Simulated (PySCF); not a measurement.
Several molecules and their computed UV-vis stick spectra, shuffled. Method used: TDDFT B3LYP/def2-SVPD, vertical, gas phase, core orbitals frozen in the response (PySCF 2.14.0, density-fitted response routines). Geometries: PBE0-D3(BJ)/def2-SVP; one conformer of each isolated species. Triplets are in the Tamm–Dancoff approximation. Relativistic effects are left out although some hold elements past zinc.

A. `Cl[CH2][GeH3]`
B. `[NH3+][AlH3-]`
C. `N#C[SiH](C#N)C#N`

Lowest singlet levels (six at most, fewer where fewer were computed) with oscillator strengths:

1. 191 nm (f 0.023); 178 nm (f 0.002); 175 nm (f 0.041); 167 nm (f 0.063); 164 nm (f 0.013); 157 nm (f 0.000); T1 5.88 eV
2. 188 nm (f 0.000); 186 nm (f 0.003 summed over 2 states); 183 nm (f 0.000); 182 nm (f 0.001 summed over 2 states); 178 nm (f 0.004); 177 nm (f 0.010 summed over 2 states) [of 10 roots; the last level is left out, as the window may have cut its degenerate partner]; T1 5.55 eV
3. 224 nm (f 0.018 summed over 2 states); 173 nm (f 0.053 summed over 2 states); 169 nm (f 0.000); 166 nm (f 0.078); 164 nm (f 0.006 summed over 2 states); 164 nm (f 0.048) [of 10 roots; the last level is left out, as the window may have cut its degenerate partner]; T1 5.39 eV

Question: Match each spectrum to its molecule.

Answer: 1 = A, 2 = C, 3 = B.
- A: S1 at 6.49 eV, HOMO→LUMO (93%); Löwdin shares by element: HOMO chlorine 59%, carbon 20%, germanium 12%; LUMO chlorine 30%, germanium 24%, carbon 18%, hydrogen 7% or more (atoms not listed hold the other 21%); HOMO -7.86 and LUMO -0.29 eV; point group Cs, 1 of its 6 listed states under f = 0.0005.
- B: S1 at 5.54 eV, HOMO-1/HOMO→LUMO (98%); Löwdin shares by element: HOMO (one of a set within 0.03 eV) hydrogen 55% or more, aluminium 38%; LUMO hydrogen 30% or more, aluminium 26%, nitrogen 18% (atoms not listed hold the other 25%); HOMO -7.22 and LUMO -0.83 eV.
- C: S1 at 6.59 eV, HOMO→LUMO (54%), HOMO-3/HOMO-2→LUMO+1/LUMO+2 (≥29%); Löwdin shares by element: HOMO (one of a set within 0.03 eV) nitrogen 54%, carbon 16% or more (atoms not listed hold the other 30%); LUMO carbon 35%, silicon 22% (atoms not listed hold the other 43%); HOMO -10.67 and LUMO -2.66 eV; point group C3v, 4 of its 9 listed states under f = 0.0005.
A and C have S1 within 0.11 eV of each other; their strongest listed levels stand at 7.42 eV (f 0.063) and 7.00 eV (f 0.010).

A slash joins orbitals within 0.01 eV of each other, whose weights are summed (≥ marks a lower bound).
